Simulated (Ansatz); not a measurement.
`CBI` + `CO[CH2][GaH2]` → `C[BH][GaH2]` + `COCI` at 500 K and 1 bar (formal exchange of groups at a B–I bond).

Computed with Ansatz on PBE0-D4/def2-TZVP structures; ΔE is electronic, products minus reactants. CCSD(T)/CBS is the MP2 limit (def2-TZVPP, def2-QZVPP) plus CCSD(T) − MP2 in def2-TZVPP, frozen cores. Elements past krypton have def2 core potentials. For Ga, I outer-core shells are correlated without core-valence functions, which leaves a few kJ/mol of doubt a bond. Scalar relativity is left out up to krypton. Each species was taken in one conformer, which may not be the lowest.

| species | CCSD(T)/CBS energy (Eh) | H − E (kJ/mol) | S (J/(mol·K)) |
| --- | --- | --- | --- |
| `CBI` | -362.71826 | 158.8 | 347.7 |
| `CO[CH2][GaH2]` | -2079.37706 | 260.3 | 415.5 |
| `C[BH][GaH2]` | -1990.35208 | 199.7 | 373.5 |
| `COCI` | -451.70656 | 220.2 | 367.5 |

H − E and S are ideal-gas, rigid-rotor, harmonic terms from PBE0-D4/def2-TZVP, for one conformer and one mirror image of each species. 1 Eh = 2625.50 kJ/mol, R = 8.31446 J/(mol·K).

**Question.** By hand: ΔE, ΔH, ΔS and ΔG.

**Answer.** ΔE = (-1990.35208) + (-451.70656) − (-362.71826) − (-2079.37706) = 0.03668 Eh = 96.3 kJ/mol. Δ(H − E) = 199.7 + 220.2 − 158.8 − 260.3 = 0.8, so ΔH = 97.1 kJ/mol. ΔS = 373.5 + 367.5 − 347.7 − 415.5 = -22.2 J/(mol·K). ΔG = 97.1 − 500 × (-22.2)/1000 = 108.2 kJ/mol.

**Question.** By hand: the equilibrium constant, and the temperature at which ΔG would vanish if ΔH and ΔS stayed fixed.

**Answer.** log₁₀ K = −ΔG/(RT ln 10) = -11.3. ΔH and −TΔS have one sign here, so there is no such temperature.

ΔH outweighs TΔS. A doubt of 5 kJ/mol in ΔE shifts log₁₀ K by 0.5 here. Other conformers and mirror images would add mixing entropy, several J/(mol·K) or more a flexible species. Modes under 60 cm⁻¹, often nearly free rotors, make the harmonic entropy too high. These are equilibria of isolated gas molecules and say nothing of rates. Largest T1 diagnostic: 0.013 (customary marks: 0.02 for closed shells, 0.045 for open ones).
